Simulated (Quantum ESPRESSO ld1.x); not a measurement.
The numbers below are computed, except where a source is named.
Task: Level of theory: non-relativistic Kohn-Sham, LDA (Slater exchange, Perdew-Zunger correlation), spin-polarised, spherical densities, point nucleus; open shells are filled with parallel spins first (ld1.x of Quantum ESPRESSO 7.5). Each species is in its NIST ground configuration. Rank W4+, Cr4+, Mo4+ by radius at which the density is 0.001 e/bohr^3 (bohr), largest first.

Result: W4+ 3.13, Mo4+ 3.02, Cr4+ 2.53.
